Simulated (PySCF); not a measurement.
Si(H)2(OMe)2 (C2H8O2Si), SMILES CO[SiH2]OC.

Geometry: ωB97X-D3(BJ)/def2-SVP. The values are those of a single conformer.

Method: ωB97X-D3(BJ)/def2-SVP run with PySCF.

Frequencies are harmonic and unscaled.

Problem. Estimate the vibrational spectrum. (The exact figures need the calculation; the answer reports its results.)

Solution. 
```csv
mode,ν (cm⁻¹),IR (km/mol),moving atoms (share of kinetic energy)
1,28,2.8,"C 37 %, O 29 %, H 28 %"
2,79,3.0,"H 72 %, O 14 %, C 11 %"
3,89,1.9,"H 82 %, O 10 %"
4,110,3.0,"H 65 %, O 20 %, C 9 %"
5,177,4.0,"O 42 %, H 26 %, C 22 %, Si 10 %"
6,217,2.7,"H 32 %, O 32 %, C 28 %, Si 8 %"
7,362,19.0,"O 58 %, Si 17 %, C 14 %, H 11 %"
8,707,104.8,"H 67 %, Si 23 %"
9,746,5.5,"H 82 %, O 10 %"
10,761,61.6,"O 36 %, Si 25 %, H 25 %, C 13 %"
11,818,17.1,"O 33 %, H 27 %, Si 25 %, C 15 %"
12,962,401.5,"H 73 %, Si 24 %"
13,987,151.8,H 93 %
14,1175,185.3,"H 37 %, O 31 %, C 30 %"
15,1182,73.6,"H 50 %, C 27 %, O 23 %"
16,1187,2.0,"H 76 %, C 19 %"
17,1190,8.4,"H 74 %, C 19 %"
18,1229,196.6,"H 41 %, O 32 %, C 24 %"
19,1240,143.3,"O 41 %, H 31 %, C 27 %"
20,1482,1.6,"H 91 %, C 8 %"
21,1484,3.8,H 96 %
22,1486,3.6,H 93 %
23,1489,12.4,H 93 %
24,1491,11.0,H 92 %
25,1494,2.3,H 94 %
26,2222,150.7,H 97 %
27,2296,137.9,H 97 %
28,3025,65.2,H 97 %
29,3032,51.8,H 97 %
30,3104,43.4,"H 90 %, C 10 %"
31,3117,34.9,"H 90 %, C 10 %"
32,3148,28.4,"H 90 %, C 10 %"
33,3159,27.5,"H 90 %, C 10 %"
```
